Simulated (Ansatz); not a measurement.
## A family of molecules: the HOMO–LUMO gap

One atom is swapped for its congeners: CH4O2Si `CO[Si]O`; CH4GeO2 `C[O][Ge][OH]`; CH4O2Sn `C[O][Sn][OH]`. All are singlets with charge 0.

Shapes, held fixed at every level: PBE0-D4/def2-TZVP. Flexible molecules stand in one conformer, not always the lowest. Programs: Ansatz 0.2.0. Values in eV.

| level | CH4O2Si | CH4GeO2 | CH4O2Sn |
| --- | --- | --- | --- |
| SPW92/def2-TZVPP | 3.95 | 4.32 | 3.68 |
| PBE-D4/def2-TZVPP | 3.99 | 4.35 | 3.72 |
| PBE0-D4/def2-TZVPP | 5.96 | 6.29 | 5.66 |
| r2SCAN0-D4/def2-TZVPP | 6.16 | 6.52 | 5.92 |
| wB97M-V/def2-TZVPP | 10.11 | 10.51 | 9.60 |
| wB97X-V/def2-TZVPP | 10.37 | 10.68 | 9.82 |

At wB97X-V/def2-TZVPP the HOMO–LUMO gap isn't monotonic: it is largest for Ge and smallest for Sn (10.68 and 9.82 eV). Every level shows the same order. For atoms past krypton def2 sets carry core potentials with scalar relativity. Relativity is left out for Ge unless named. Orbital gaps aren't excitation energies, and the LUMO depends on the basis.
